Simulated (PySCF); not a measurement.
Si(H)2(F)(NH2) (FH4NSi), SMILES N[SiH2]F.

Geometry optimised at PBE0-D3(BJ)/def2-TZVP. One conformer was computed; it need not be the lowest.

These are CAM-B3LYP/def2-TZVPD in PySCF values and carry that method's errors.

Gas-phase values at a fixed geometry.

Problem. Estimate the frontier levels, gap, dipole moment and polarisability. (Estimate from the structure and the level; the computed values follow.)

Solution. 
* **highest occupied level**: -9.68 eV
* **lowest empty level**: 0.69 eV
* **orbital gap**: 10.37 eV
* **dipole moment**: 1.92 D
* **quadrupole, principal values (traceless, Buckingham form, about the centre of nuclear charge)**: -6.71, 2.18, 4.53 D·Å
* **mean static polarisability**: 35.6 bohr³ (5.27 Å³)
* **polarisability, principal values**: 33.4, 35.0, 38.3 bohr³
